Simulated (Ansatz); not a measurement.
`N[BH][GeH]([OH])[F]` + `FCS[SiH3]` → `[OH][GeH]([F])[S][SiH3]` + `NBCF`  (redistribution)

Computed with Ansatz on PBE0-D4/def2-TZVP structures; ΔE is electronic, products minus reactants. CCSD(T)/CBS is the MP2 limit (def2-TZVPP, def2-QZVPP) plus CCSD(T) − MP2 in def2-TZVPP, frozen cores. DFT in def2-TZVPP. For Ge outer-core shells are correlated without core-valence functions, which leaves a few kJ/mol of doubt a bond. Scalar relativity is left out up to krypton. Each species was taken in one conformer, which may not be the lowest.

```csv
level,ΔE (eV)
PBE0-D4,-1.09
B2PLYP,-1.11
SCS-MP2/def2-TZVPP,-1.14
CCSD/CBS(def2),-1.12
```

Task: What does CCSD(T)/CBS give? (Estimate.)

Result: Ansatz gave: -1.10 eV. The listed levels differ from it by 0.01, -0.01, -0.04, -0.02 eV.

Largest T1 diagnostic among the species: 0.013.

In def2-TZVPP, CCSD(T) changes the Hartree–Fock value by +0.16 eV (the triples alone add +0.02 eV) and MP2 by +0.10 eV. The D4 term adds −0.04 eV with B3LYP and −0.02 eV with PBE0; it sums over pairs of atoms, weighted by their polarisabilities, and B3LYP, whose exchange is more repulsive, gets the larger term.

B3LYP here is the variant with VWN-RPA as its local correlation; programs differ in this.
